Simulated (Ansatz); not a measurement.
A CCSD(T) single point on F5Ti−, SMILES `[F][Ti-]([F])([F])([F])[F]`.

```yaml
crystal:
  periodic: [false, false, false]
  atoms:
    - {symbol: F, position_ang: [-0.966391, -1.239223, 0.957375]}
    - {symbol: Ti, position_ang: [-0.000011, 0.000007, 0.000002]}
    - {symbol: F, position_ang: [1.527786, -0.823163, 0.477286]}
    - {symbol: F, position_ang: [-0.857022, -0.493440, -1.503822]}
    - {symbol: F, position_ang: [0.966916, 1.238719, -0.957494]}
    - {symbol: F, position_ang: [-0.671267, 1.317090, 1.026652]}
basis:
  gaussian: {orbitals: def2-SVPD}
total_charge: -1
correlation: {method: ccsd_t}
```

```sh
$ ansatz run in.yaml --threads 4 --pin off --events-out ev --progress --plain
```

Log, shortened:

```
Functional definition: HF
1463 factors; integrals over basis functions are off by at most 5.1e-4 eV
mean field evaluation 1: about -36606.2314 eV, gradient 5.9e1 eV
mean field evaluation 2: about -36606.3567 eV, gradient 5.9e1 eV
mean field evaluation 4: about -36613.1949 eV, gradient 2.9e0 eV
mean field evaluation 8: about -36613.2337 eV, gradient 3.7e-1 eV
mean field -36613.23427764 eV, -1345.5115423619 hartree, gradient 1.8e-6 eV, S^2 0.000000; 0 other end points of the search recorded, 0 dependent functions left out
10 core orbitals not correlated: weight in the atoms' cores, before any rotation towards them, 1.000 or more for the frozen orbitals, at most 0.000 for the correlated occupied ones
reference -36613.23427764 eV, -1345.5115423619 hartree; 24, 24 occupied and 115, 115 virtual orbitals, 1463 factors
second order -36.34523487 eV of doubles, -0.00000000 eV of singles
cycle   1  -34.73584155 eV  change     1.6e0 eV  update   2.5e-1
cycle   2  -35.97710186 eV  change    -1.2e0 eV  update   1.4e-1
cycle   3  -36.19662128 eV  change   -2.2e-1 eV  update   4.7e-2
cycle   4  -36.23177742 eV  change   -3.5e-2 eV  update   1.5e-2
cycle   5  -36.20869935 eV  change    2.3e-2 eV  update   3.8e-3
cycle   6  -36.20445459 eV  change    4.2e-3 eV  update   1.7e-3
cycle   7  -36.20611469 eV  change   -1.7e-3 eV  update   9.2e-4
cycle   8  -36.20639423 eV  change   -2.8e-4 eV  update   2.9e-4
cycle   9  -36.20625779 eV  change    1.4e-4 eV  update   1.7e-4
cycle  10  -36.20639979 eV  change   -1.4e-4 eV  update   6.1e-5
cycle  11  -36.20637347 eV  change    2.6e-5 eV  update   3.2e-5
cycle  12  -36.20633849 eV  change    3.5e-5 eV  update   1.2e-5
perturbative correction -1.22355927 eV, -0.0449649738 hartree
Total energy: -36650.66417541 eV, -1346.8870657337 hartree
```

Hardware: 4 threads of a server CPU on a shared host. Wall time 54 s, peak host memory 1.5 GiB.

MP2 recovers 97.1 % of the CCSD(T) correlation energy and the triples give 3.3 %; T1 = 0.0220.
